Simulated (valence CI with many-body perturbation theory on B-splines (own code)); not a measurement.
## E1 transitions of Er⁶⁰⁺

Computed by relativistic CI+MBPT: six valence electrons over a frozen Dirac-Fock core [He], a basis of 9 s, 9 p, 8 d, 6 f, 3 g, 1 h functions for each j, with the one-electron correlation potential Σ1 (screened to all orders), the two-electron term Σ2, the three-electron term Σ3, Breit, model QED; selected single and double excitations, second order for the rest, scaled by the run's own slope (own B-spline code, finite nucleus).

No measured spectrum was set against this ion. As an estimate, large intervals hold to a few tenths of a per cent, small ones and those within an open d or f shell to about a per cent. Among the levels kept, up to 2100 cm⁻¹ of a level comes from second order outside the variational space, and about a tenth of that is noise between levels of different J, which matters for small intervals.

Lines 51 to 100 of 197 in falling wavelength, among levels below 638.87 Ry, chosen from the strongest by gf and those to the six lowest levels. Wavelengths and rates use the calculated energies. Electric multipoles are in the length gauge with retardation, E1 and E2 with the static RPA response of the core. Weak lines are less certain than strong ones. Lines between different terms over intervals too small for the method are left out, as are lines whose strength nearly cancels. The highest levels of a list are the least certain.

Levels are named by their leading jj configuration (3d3/2^4 stands for four electrons in 3d with j = 3/2), which in mixed levels can hold well under half, so a name can repeat and another be missing. Letters in brackets count levels of one name in rising energy.

```tsv
λ vac (Å)	Upper	Lower	A (s⁻¹)	S (a.u.)
31.74	(2s^2 2p1/2 2p3/2^2 3p3/2) J=1 [c]	(2s^2 2p1/2 2p3/2^2 3s) J=1 [b]	2.88e+11	1.36e-02
31.72	(2s^2 2p1/2 2p3/2^2 3d3/2) J=0	(2s^2 2p1/2 2p3/2^2 3p1/2) J=1 [a]	5.16e+11	8.14e-03
31.72	(2s^2 2p1/2^2 2p3/2 3d3/2) J=1	(2s^2 2p1/2^2 2p3/2 3p1/2) J=1	4.30e+11	2.03e-02
31.49	(2s^2 2p1/2^2 2p3/2 3d3/2) J=0	(2s^2 2p1/2^2 2p3/2 3p1/2) J=1	5.37e+11	8.27e-03
31.48	(2s^2 2p1/2 2p3/2^2 3p3/2) J=1 [c]	(2s^2 2p1/2 2p3/2^2 3s) J=0	4.93e+11	2.28e-02
31.34	(2s^2 2p1/2^2 2p3/2 3p3/2) J=2	(2s^2 2p1/2^2 2p3/2 3s) J=1	4.30e+11	3.27e-02
31.29	(2s 2p1/2^2 2p3/2^2 3s) J=1 [b]	(2s^2 2p1/2 2p3/2^2 3s) J=1 [a]	2.37e+11	1.07e-02
30.70	(2s^2 2p1/2^2 2p3/2 3p3/2) J=2	(2s^2 2p1/2^2 2p3/2 3s) J=2	4.16e+11	2.97e-02
30.52	(2s 2p1/2^2 2p3/2^2 3s) J=2 [b]	(2s^2 2p1/2 2p3/2^2 3s) J=1 [a]	4.99e+10	3.50e-03
30.45	(2s 2p1/2^2 2p3/2^2 3s) J=1 [b]	(2s^2 2p1/2 2p3/2^2 3s) J=2 [a]	8.49e+10	3.55e-03
30.33	(2s^2 2p1/2 2p3/2^2 3p3/2) J=1 [b]	(2s^2 2p1/2 2p3/2^2 3s) J=2 [b]	4.57e+11	1.89e-02
30.07	(2s^2 2p1/2 2p3/2^2 3p3/2) J=2 [b]	(2s^2 2p1/2 2p3/2^2 3s) J=2 [b]	4.92e+11	3.30e-02
29.91	(2s 2p1/2^2 2p3/2^3) J=1	(2s^2 2p1/2 2p3/2^3) J=2	9.47e+10	3.75e-03
29.72	(2s 2p1/2^2 2p3/2^2 3s) J=2 [b]	(2s^2 2p1/2 2p3/2^2 3s) J=2 [a]	9.76e+10	6.32e-03
29.59	(2s^2 2p1/2^2 2p3/2 3p3/2) J=0	(2s^2 2p1/2^2 2p3/2 3s) J=1	1.01e+12	1.29e-02
29.52	(2s^2 2p1/2 2p3/2^2 3p3/2) J=2 [b]	(2s^2 2p1/2 2p3/2^2 3s) J=3	2.02e+11	1.28e-02
29.37	(2p1/2^2 2p3/2^4) J=0	(2s 2p1/2 2p3/2^4) J=1	3.57e+11	4.47e-03
28.90	(2s^2 2p1/2 2p3/2^2 3p3/2) J=2 [c]	(2s^2 2p1/2 2p3/2^2 3s) J=2 [b]	2.40e+11	1.43e-02
28.86	(2s^2 2p1/2 2p3/2^2 3p3/2) J=1 [b]	(2s^2 2p1/2 2p3/2^2 3s) J=1 [a]	3.43e+11	1.22e-02
28.63	(2s 2p1/2^2 2p3/2^3) J=1	(2s^2 2p1/2 2p3/2^3) J=1	2.84e+10	9.87e-04
28.39	(2s^2 2p1/2 2p3/2^2 3p3/2) J=2 [c]	(2s^2 2p1/2 2p3/2^2 3s) J=3	6.38e+10	3.60e-03
28.14	(2s^2 2p1/2 2p3/2^2 3p3/2) J=1 [b]	(2s^2 2p1/2 2p3/2^2 3s) J=2 [a]	7.79e+10	2.57e-03
22.34	(2s^2 2p3/2^4) J=0	(2s 2p1/2^2 2p3/2^3) J=1	1.17e+10	6.45e-05
10.04	(2s 2p1/2^2 2p3/2^2 3s) J=3	(2s^2 2p1/2^2 2p3/2 3s) J=2	1.31e+12	4.57e-03
9.965	(2s 2p1/2^2 2p3/2^2 3p1/2) J=3	(2s^2 2p1/2^2 2p3/2 3p1/2) J=2	1.29e+12	4.40e-03
9.963	(2s 2p1/2^2 2p3/2^2 3p1/2) J=2	(2s^2 2p1/2^2 2p3/2 3p1/2) J=1	1.20e+12	2.93e-03
9.886	(2s 2p1/2^2 2p3/2^2 3s) J=2 [a]	(2s^2 2p1/2^2 2p3/2 3s) J=1	6.65e+11	1.59e-03
9.821	(2s 2p1/2^2 2p3/2^2 3s) J=2 [a]	(2s^2 2p1/2^2 2p3/2 3s) J=2	9.00e+11	2.10e-03
9.485	(2s 2p1/2^2 2p3/2^3) J=2	(2s^2 2p1/2^2 2p3/2^2) J=2	4.63e+12	9.76e-03
9.440	(2s^2 2p1/2 2p3/2^2 3p3/2) J=1 [a]	(2s^2 2p1/2^2 2p3/2 3s) J=1	1.84e+12	2.29e-03
9.410	(2s 2p1/2 2p3/2^4) J=0	(2s^2 2p1/2 2p3/2^3) J=1	9.24e+12	3.80e-03
9.337	(2s 2p1/2^2 2p3/2^3) J=1	(2s^2 2p1/2^2 2p3/2^2) J=0	2.92e+12	3.52e-03
9.317	(2s 2p1/2^2 2p3/2^2 3s) J=1 [a]	(2s^2 2p1/2^2 2p3/2 3s) J=2	4.45e+12	5.33e-03
9.316	(2s 2p1/2^2 2p3/2^2 3s) J=1 [b]	(2s^2 2p1/2^2 2p3/2 3s) J=1	4.59e+12	5.49e-03
9.284	(2s 2p1/2 2p3/2^4) J=1	(2s^2 2p1/2 2p3/2^3) J=2	8.68e+12	1.03e-02
9.246	(2s 2p1/2^2 2p3/2^2 3s) J=2 [b]	(2s^2 2p1/2^2 2p3/2 3s) J=1	1.00e+12	1.95e-03
9.232	(2p1/2^2 2p3/2^4) J=0	(2s 2p1/2^2 2p3/2^3) J=1	1.87e+13	7.24e-03
9.190	(2s 2p1/2^2 2p3/2^2 3s) J=2 [b]	(2s^2 2p1/2^2 2p3/2 3s) J=2	6.68e+12	1.28e-02
9.158	(2s 2p1/2 2p3/2^4) J=1	(2s^2 2p1/2 2p3/2^3) J=1	1.54e+12	1.75e-03
9.117	(2s 2p1/2^2 2p3/2^2 3s) J=0	(2s^2 2p1/2^2 2p3/2 3s) J=1	4.70e+12	1.76e-03
9.087	(2s^2 2p1/2 2p3/2^2 3p3/2) J=1 [b]	(2s^2 2p1/2^2 2p3/2 3s) J=1	1.91e+12	2.12e-03
9.033	(2s^2 2p1/2 2p3/2^2 3p3/2) J=1 [b]	(2s^2 2p1/2^2 2p3/2 3s) J=2	8.02e+11	8.75e-04
9.010	(2s^2 2p1/2 2p3/2^2 3p3/2) J=2 [b]	(2s^2 2p1/2^2 2p3/2 3s) J=2	6.60e+11	1.19e-03
8.974	(2s 2p1/2^2 2p3/2^3) J=1	(2s^2 2p1/2^2 2p3/2^2) J=2	8.72e+12	9.34e-03
5.513	(2s 2p1/2 2p3/2^4) J=1	(2s^2 2p1/2^2 2p3/2^2) J=0	8.52e+08	2.11e-07
5.385	(2s 2p1/2 2p3/2^4) J=1	(2s^2 2p1/2^2 2p3/2^2) J=2	6.66e+10	1.54e-05
2.071	(2s^2 2p1/2^2 2p3/2 3p1/2) J=1	(2s 2p1/2^2 2p3/2^3) J=1	4.72e+09	6.20e-08
2.070	(2s^2 2p1/2^2 2p3/2 3p1/2) J=2	(2s 2p1/2^2 2p3/2^3) J=1	4.38e+10	9.60e-07
2.045	(2s^2 2p1/2^2 2p3/2 3p1/2) J=1	(2s 2p1/2^2 2p3/2^3) J=2	6.89e+10	8.73e-07
2.045	(2s^2 2p1/2^2 2p3/2 3p1/2) J=2	(2s 2p1/2^2 2p3/2^3) J=2	7.75e+09	1.63e-07
```
